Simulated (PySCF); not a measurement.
Para-cyanophenol, C7H5NO.
Numbering: `[N:1]#[C:2][c:3]1[cH:4][cH:5][c:6]([OH:7])[cH:8][cH:9]1` (hydrogens: H10 on C4; H11 on C5; H12 on O7; H13 on C8; H14 on C9)

Structure optimised with GFN2-xTB, isolated species.

List the bond lengths, angles and torsions at this level.

| bond | length (Å) |
| --- | --- |
| N1≡C2 | 1.147 |
| C2–C3 | 1.412 |
| C3–C4, C3–C9 | 1.396 |
| C4–C5, C8–C9 | 1.378 |
| C5–C6, C6–C8 | 1.394 |
| C6–O7 | 1.353 |
| C4–H10, C9–H14 | 1.080 |
| C5–H11, C8–H13 | 1.080 |
| O7–H12 | 0.965 |

Bonds in one row agree within 0.01 Å and their mean is given. A selection of angles:
| angle | degrees |
| --- | --- |
| N1–C2–C3 | 179.8 |
| C2–C3–C4 | 120.2 |
| C4–C3–C9 | 119.8 |
| C3–C4–C5 | 120.1 |
| C3–C4–H10 | 119.6 |
| C5–C4–H10 | 120.3 |
| C4–C5–C6 | 120.2 |
| C4–C5–H11 | 121.2 |
| C6–C5–H11 | 118.6 |
| C5–C6–O7 | 118.0 |
| C5–C6–C8 | 119.8 |
| O7–C6–C8 | 122.2 |
| C6–O7–H12 | 110.4 |
| C9–C8–H13 | 120.0 |

Dihedral angles: H12–O7–C6–C5 180° (antiperiplanar).

The 9 heavy atoms lie in one plane (0.000 Å rms). The 6-membered ring C3–C4–C5–C6–C8–C9 has internal angles of 119.8° to 120.2° (sum 720°, against 720° for a flat polygon); it is planar, 0.00 Å rms from its mean plane, widest ring torsion 0°. The 7 C–C bonds span 1.377 Å (C4–C5, aromatic) to 1.412 Å (C2–C3, drawn single), a spread of 0.035 Å. Of the pairs four or more bonds apart, H12···H13 is among the closest relative to their van der Waals radii: 2.28 Å, 95 % of the sum of Bondi's values.

Point group: Cs (every atom within 0.08 Å of its image). No GFN2-xTB frequencies stand behind this structure, so it isn't proved a minimum. One conformer, not necessarily the lowest (C5–C6–O7–H 180°).

These are computed values.
